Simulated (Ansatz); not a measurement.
Input for Ansatz (a first-principles code): R-B3LYP/def2-TZVPPD on C3H7NO (a complex), monomers drawn apart or pushed together. Files ending in .json are basis or fitting sets from the Basis Set Exchange.

Ansatz 0.2 input:
```yaml
crystal:
  periodic: [false, false, false]
  atoms:
    - {symbol: C, position_ang: [-0.58144646, 0.18713461, -0.74374357]}
    - {symbol: O, position_ang: [0.25250727, -0.73879965, -0.07729619]}
    - {symbol: H, position_ang: [-1.63438706, 0.08617769, -0.45137679]}
    - {symbol: H, position_ang: [-0.50569756, -0.01386227, -1.81302957]}
    - {symbol: H, position_ang: [-0.27434364, 1.22616870, -0.56933294]}
    - {symbol: H, position_ang: [0.19255585, -0.56495809, 0.87279264]}
    - {symbol: C, position_ang: [-0.28825981, 0.51555715, 5.65910025]}
    - {symbol: C, position_ang: [-0.17840172, 0.23516112, 4.23780322]}
    - {symbol: N, position_ang: [-0.09099327, 0.01288942, 3.11529406]}
    - {symbol: H, position_ang: [-0.48765443, 1.57562185, 5.81644269]}
    - {symbol: H, position_ang: [-1.10249568, -0.06549304, 6.09238678]}
    - {symbol: H, position_ang: [0.64132933, 0.25220410, 6.16391261]}
basis:
  gaussian:
    orbitals: def2-TZVPPD.json
hamiltonian:
  xc: {name: B3LYP}
scf: {lower_state_search: off}
```

It printed:

```
WARN ansatz: RAYON_NUM_THREADS=1 ignored (pool sized by the plan → 1); use --threads N
Functional definition: B3LYP
these checks for a lower state are left out or cut short: stability, starts, cluster_reference, orbital_swaps, neighbouring_geometries, increment
integrals: 0.20 GiB planned
1298 factors; their error is unknown
mean field: 1.86 GiB planned
mean field evaluation 1: about -6753.2585 eV, gradient 7.6e1 eV
mean field evaluation 2: about -6742.0604 eV, gradient 1.1e2 eV
mean field evaluation 4: about -6764.5940 eV, gradient 8.0e0 eV
mean field evaluation 8: about -6764.7232 eV, gradient 1.9e-1 eV
mean field evaluation 16: about -6764.7083 eV, gradient 9.5e-5 eV
mean field -6764.70831764 eV, -248.5984453893 hartree, gradient 1.7e-6 eV, S^2 0.000000; 0 other end points of the search recorded, 0 dependent functions left out
reference -6764.70863794 eV, -248.5984571602 hartree; 20, 20 occupied and 287, 287 virtual orbitals, 1298 factors
Total energy: -6764.70863794 eV, -248.5984571602 hartree
Checks for a lower state left out: stability, starts, cluster_reference, orbital_swaps, neighbouring_geometries, increment
```

The run converged.

Cost: very roughly 6 core-seconds.
